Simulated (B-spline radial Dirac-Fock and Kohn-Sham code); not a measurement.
Z = 37 (rubidium), transition energy 1860 keV. Level of theory: a Dirac-Hartree-Slater potential of the neutral atom with a Latter tail (no hole, which puts coefficients of high multipoles low close above an edge), finite nucleus with surface currents; a radial B-spline solver. Subshells that would emit electrons below 1 keV are left out, and so is internal pair formation.

Question: A pure transition shows α(K) = 0.000679, L1/L2 = 38.4 and L1/L3 = 112. What is its multipolarity?
A. M4
B. E2
C. E3
D. E4
E. M3
F. E1
G. M1
H. M2

Answer: A. For comparison, α(K), L1/L2, L1/L3 are E1 7.09e-05, 174, 67.5; E2 0.000131, 89.1, 79.3; E3 0.000223, 49.5, 81.7; E4 0.000361, 31.0, 75.4; M1 0.000132, 112, 130; M2 0.000249, 72.5, 177; M3 0.000420, 51.3, 163.

Values without a named source are computed, but for edge energies of neutral atoms, which are taken from tables.
